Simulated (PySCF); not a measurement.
# Deuteron quadrupole couplings in `[C-]#CC/C(=C/C)C(F)(F)F`

Species: C7H6F3 (charge -1).
Geometry (GFN2-xTB, Å), atoms numbered from 1 in this order:
```
atom  x, y, z in Å
C1     2.8508   -0.8977    1.8751
C2     2.2630   -0.6459    0.8361
C3     1.6856   -0.4195   -0.5333
C4     0.2886    0.0261   -0.3221
C5    -0.7744   -0.8097   -0.3191
C6    -2.1764   -0.5081    0.1041
C7     0.1011    1.4572    0.0416
F8    -0.7912    2.0875   -0.7943
F9    -0.4030    1.6934    1.2806
F10    1.2034    2.2191   -0.0370
H11    2.2783    0.3320   -1.0719
H12    1.6981   -1.3557   -1.1078
H13   -0.5939   -1.8374   -0.6057
H14   -2.4370   -1.0924    0.9910
H15   -2.8790   -0.7816   -0.6885
H16   -2.3215    0.5418    0.3397
```

Level: PBE0/pcSseg-1 (PySCF, non-relativistic); Q(2H) = 0.00286 b; rigid geometry, the same for H and D, with no vibrational averaging.

Task: Rank these positions by the coupling χzz of a deuteron there, largest first.
A. H13 (vinylic hydrogen)
B. H11 (methylene hydrogen)
C. H15 (methyl hydrogen)

Result: A (219 kHz), C (207 kHz), B (199 kHz).

Task: Tabulate Vzz, the asymmetry η and χzz = 234.96 MHz × Q × Vzz for every hydrogen position.

Result: 
```
atom  bonded to  bond length (Å)  Vzz (au)     η  χzz (kHz)
 H11         C3            1.098    0.2964  0.05        199
 H12         C3            1.098    0.2989  0.05        201
 H13         C5            1.082    0.3265  0.08        219
 H14         C6            1.094    0.3068  0.02        206
 H15         C6            1.094    0.3079  0.02        207
 H16         C6            1.086    0.3123  0.05        210
```

Isolated species at its GFN2-xTB geometry (one conformer only). The pcSseg-1 basis has no diffuse functions, a weakness for an anion. GFN2-xTB bond lengths can be off by several hundredths of an ångström, more for odd bonds, and the gradients follow them. These gradients aren't converged with respect to the basis.

These values come from a run that also computed NMR shieldings. The run took 28 s on one thread of an Arm Neoverse V2, shared host, and the process peaked at 0.88 GiB of memory.
